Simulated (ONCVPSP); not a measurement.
**What one change does to a pseudopotential (S, ONCV)**

```
Element                 : sulfur
Generator               : ONCVPSP 4.0.1
Type                    : optimised norm-conserving Vanderbilt (ONCV)
Functional              : LDA (Perdew-Zunger)
Relativity              : non-relativistic
Frozen core             : [He]
Valence charge          : 14
Reference configuration : 2s2 2p6 3s1 3p5
Partial waves           : 2s+3s: rc 0.80 bohr, ncon 4, nbas 8, qcut 19 1/bohr, 2 projectors; 2p+3p: rc 0.65 bohr, ncon 5, nbas 8, qcut 18.6 1/bohr, 2 projectors; d scattering state at 0.45 Ha: rc 0.90 bohr, ncon 4, nbas 7, qcut 9 1/bohr, 3 projectors, debl 0.9 Ha
Local potential         : polynomial inside 0.50 bohr (lpopt 5, dvloc0 3 Ha)
Core correction         : polynomial model core, fcfact 0.7
```

All-electron outer shells of the reference configuration (LDA (Perdew-Zunger), non-relativistic, ld1.x):

```tsv
shell	level (eV)	outermost node (bohr)	outermost maximum (bohr)
1s	-2390.27	–	0.06
2s	-210.88	0.13	0.39
2p	-157.84	–	0.33
3s	-17.83	0.60	1.40
3p	-7.66	0.58	1.59
```

Change: all radii but the core radius scaled by about 1.20 (s 0.96, p 0.78, d 1.08 bohr); local potential polynomial inside 0.60 bohr (lpopt 5, dvloc0 3 Ha).

Cutoffs: the cutoffs (Ha) at which the residual kinetic energy of the hardest occupied pseudo-wave falls to 1 and 0.1 mHa per electron; they do not see the model core or the augmentation charge, which bear on the density cutoff. Errors are all-electron minus pseudo energies relative to the spin-unpolarised reference configuration.

Q: Predict the effect on cutoff, ghosts and configuration errors.

A: The potential gets softer (222 Ha and 436 Ha → 149 Ha and 167 Ha); both files keep a bound ghost (d); of the 4 tests that both files solve, the error grows in 2 and shrinks in 0 by more than 15 % and 0.3 meV (median size 3.7 → 4.1 meV). A larger radius leaves more room for a smooth pseudo-wave, so fewer plane waves are needed.

```csv
quantity,base,changed
"cutoff, loose",222 Ha,149 Ha
"cutoff, tight",436 Ha,167 Ha
loose cutoff by channel,"s 93 Ha, p 222 Ha","s 90 Ha, p 149 Ha"
bound ghosts,d,d
GHOST(+) flags under 300 eV,none,none
"error for 2s2 2p6 3s2 3p4, meV [ΔE -10.11 eV]",+0.6,+0.5
"error for 2s2 2p6 3s2 3p3, meV [ΔE 1.77 eV]",+1.9,+2.0
"error for 2s2 2p6 3s2 3p2, meV [ΔE 24.15 eV]",+5.4,+6.3
"error for 2s2 2p6 3s2 3p0, meV [ΔE 105.30 eV]",+27,+35
"rms error of d²Exc/dni dnj with the model core, mHa",1.97,1.99
```

 A true bound ghost makes a file unfit for plane-wave use even where its test errors are small: the radial tests pick states by their node count and pass the ghost by.
